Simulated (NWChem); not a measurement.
System: TiH$_{3}$Br; SMILES [TiH3][Br]

All runs: NWChem. Medium grid unless said otherwise, to which SCAN and Minnesota functionals are sensitive. The geometry was optimised at PBE0/def2-SVP.

For level M05-2X/def2-SVP:

- highest occupied level (eV) = -10.46
- orbital gap (eV) = 8.78
- dipole (D) = 0.89

Question: What are these values for level M06-L/def2-SVP?

Answer: 
- highest occupied level (eV) = -8.00
- orbital gap (eV) = 3.86
- dipole (D) = 0.32
